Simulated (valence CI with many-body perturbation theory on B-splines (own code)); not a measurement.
**Questions on Lu LXVII**

Level of theory: relativistic CI+MBPT: three valence electrons over a frozen Dirac-Fock core [He], a basis of 11 s, 11 p, 10 d, 8 f, 5 g, 2 h functions for each j, with the one-electron correlation potential Σ1, the two-electron term Σ2, the three-electron term Σ3, Breit, model QED; selected CI, second order for the rest, scaled by the run's own slope (own B-spline code, finite nucleus).

No measured spectrum was set against this ion. As an estimate, large intervals hold to a few tenths of a per cent, small ones and those within an open d or f shell to about a per cent.

Levels are named by their leading jj configuration (3d3/2^4 stands for four electrons in 3d with j = 3/2), which in mixed levels can hold well under half, so a name can repeat and another be missing.

Rates and lifetimes use the calculated energies. Strong lines usually hold to 10 to 20 %, long lifetimes can be off by a factor of two.

(1) What is the ground level?

(2) Name the longest-lived excited levels whose lifetime is computed, and their main decay.

(3) Where does the other parity begin?

(4) Among levels below 1027.6 Ry, which E1 lines absorb most strongly from the ground level?

(5) What is the ionisation energy?

(6) How well does LS coupling describe the low levels?

Answers

(1) (2s^2 2p1/2) J=1/2, composition 100 % 2s2 2p 2P°, g = 0.620.

(2) (2s 2p1/2 2p3/2) J=5/2 at 105.0 Ry lives 126 ps, mostly by E1 to (2s^2 2p3/2) J=3/2; (2s 2p1/2^2) J=1/2 at 18.6 Ry lives 45.2 ps, mostly by E1 to (2s^2 2p1/2) J=1/2.

(3) At (2s 2p1/2^2) J=1/2, 18.6 Ry.

(4) to (2s^2 3d3/2) J=3/2 at 0.1222 nm, f = 0.560; to (2s 2p1/2 3p1/2) J=3/2 at 0.1250 nm, f = 0.201; to (2s 2p1/2 2p3/2) J=3/2 at 0.8269 nm, f = 0.159.

(5) 17112 eV; NIST lists 17120 ± 40 eV (theoretical).

(6) Among the lowest 20 levels the leading LS term, summed over configurations, holds 76 % on average. For single configurations the figures are 76 % in LS and 99 % in jj coupling. Terms mix most in the J = 3/2 level at 129.5 Ry, where the leading one holds 49 %.
